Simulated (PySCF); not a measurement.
CH6AlClGe. Atoms are numbered in the order given.

```xyz
10

Al    -0.0544     0.4695    -0.7223
Cl     1.8748     0.1327    -1.5461
Ge    -0.5323    -0.6612     1.4246
H     -0.4315    -2.1996     1.2949
H      0.4700    -0.2451     2.5271
H     -1.9496    -0.3457     1.9600
C     -1.2743     1.6477    -1.6839
H     -2.3092     1.2660    -1.6648
H     -0.9716     1.7978    -2.7323
H     -1.2932     2.6398    -1.1968
```

Geometry: B3LYP-D3(BJ)/def2-SVP. The structure was generated by enumeration; whether it is a known compound was not checked.

Level of theory: TDDFT-PBE/def2-SVPD (PySCF 2.14.0).

Vertical excitations. Gas-phase values at a fixed geometry.

```csv
state,energy (eV),λ (nm),f,main pairs
S1,4.32,287,0.007,HOMO→LUMO 98 %
S2,5.53,224,0.190,HOMO→LUMO+1 93 %
S3,5.63,220,0.003,"HOMO−1→LUMO 84 %, HOMO−3→LUMO 14 %"
S4,5.77,215,0.003,HOMO−3→LUMO 84 %
S5,5.92,210,0.048,HOMO−2→LUMO 92 %
S6,6.11,203,0.015,"HOMO→LUMO+2 52 %, HOMO−4→LUMO 40 %"
S7,6.12,203,0.009,HOMO−5→LUMO 91 %
S8,6.25,199,0.054,"HOMO−4→LUMO 50 %, HOMO→LUMO+2 39 %"
S9,6.66,186,0.001,"HOMO−1→LUMO+1 76 %, HOMO→LUMO+3 22 %"
S10,6.73,184,0.006,"HOMO→LUMO+3 53 %, HOMO−2→LUMO+1 18 %, HOMO−3→LUMO+1 13 %, HOMO−1→LUMO+1 11 %"
T1,3.83,324,0,HOMO→LUMO 98 %
T2,5.00,248,0,HOMO→LUMO+1 98 %
T3,5.31,234,0,"HOMO−1→LUMO 67 %, HOMO−3→LUMO 28 %"
T4,5.41,229,0,HOMO−2→LUMO 97 %
```
Triplets are in the Tamm–Dancoff approximation, which puts them higher than full response would, so one can lie above its singlet here.
